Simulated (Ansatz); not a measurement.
These are frozen-core CCSD(T)/cc-pVDZ // PBE0-D3(BJ)/def2-SVP run with Ansatz (a program for electronic structure) values and carry that method's errors.

Ansatz 0.2 input:
```yaml
crystal:
  periodic: [false, false, false]
  atoms:
    - { symbol: C, position_ang: [2.578383, 0.51418, -0.439645] }
    - { symbol: C, position_ang: [1.734404, -0.754974, -0.417533] }
    - { symbol: Ga, position_ang: [-0.169506, -0.566134, -0.004486] }
    - { symbol: O, position_ang: [-1.124713, 0.901767, 0.349098] }
    - { symbol: C, position_ang: [-0.709715, 2.22884, 0.409973] }
    - { symbol: O, position_ang: [-1.212281, -2.006061, 0.05404] }
    - { symbol: C, position_ang: [-2.583082, -1.98829, 0.329586] }
    - { symbol: H, position_ang: [2.222007, 1.234887, -1.191815] }
    - { symbol: H, position_ang: [3.630606, 0.291149, -0.680216] }
    - { symbol: H, position_ang: [2.573023, 1.031856, 0.532046] }
    - { symbol: H, position_ang: [1.775738, -1.276575, -1.388824] }
    - { symbol: H, position_ang: [2.1258, -1.480288, 0.315808] }
    - { symbol: H, position_ang: [0.367177, 2.374555, 0.200493] }
    - { symbol: H, position_ang: [-1.268519, 2.845837, -0.318131] }
    - { symbol: H, position_ang: [-0.905895, 2.65358, 1.412106] }
    - { symbol: H, position_ang: [-2.804301, -2.602569, 1.221814] }
    - { symbol: H, position_ang: [-2.976521, -0.972376, 0.513552] }
    - { symbol: H, position_ang: [-3.150646, -2.422464, -0.514089] }
basis:
  gaussian: { orbitals: cc-pVDZ }
correlation:
  method: ccsd_t
```

Output:

```
Functional definition: HF
1572 factors; integrals over basis functions are off by at most 1.3e-3 eV
mean field evaluation 1: about -60699.5798 eV, gradient 4.7e1 eV
mean field evaluation 2: about -60699.7833 eV, gradient 4.7e1 eV
mean field evaluation 4: about -60704.8071 eV, gradient 4.9e0 eV
mean field evaluation 8: about -60704.8835 eV, gradient 6.7e-2 eV
mean field evaluation 16: about -60703.2006 eV, gradient 2.8e1 eV
mean field -60704.88351838 eV, -2230.8633220527 hartree, gradient 7.2e-7 eV, S^2 0.000000; 0 other end points of the search recorded, 0 dependent functions left out
15 core orbitals not correlated
reference -60704.88351838 eV, -2230.8633220527 hartree; 26, 26 occupied and 125, 125 virtual orbitals, 1572 factors
second order -28.16355768 eV of doubles, -0.00000000 eV of singles
cycle   1  -29.14255235 eV  change   -9.8e-1 eV  update   1.3e-1
cycle   2  -29.90878247 eV  change   -7.7e-1 eV  update   3.9e-2
cycle   3  -30.13035042 eV  change   -2.2e-1 eV  update   2.4e-2
cycle   4  -30.12843808 eV  change    1.9e-3 eV  update   6.5e-3
cycle   5  -30.12592862 eV  change    2.5e-3 eV  update   3.2e-3
cycle   6  -30.12661341 eV  change   -6.8e-4 eV  update   1.0e-3
cycle   7  -30.12601351 eV  change    6.0e-4 eV  update   3.4e-4
cycle   8  -30.12587027 eV  change    1.4e-4 eV  update   9.2e-5
cycle   9  -30.12588866 eV  change   -1.8e-5 eV  update   3.0e-5
perturbative correction -0.85737037 eV, -0.0315077798 hartree
Total energy: -60735.86677741 eV, -2232.0019358207 hartree
```

Cost: around 6 core-minutes (rough).
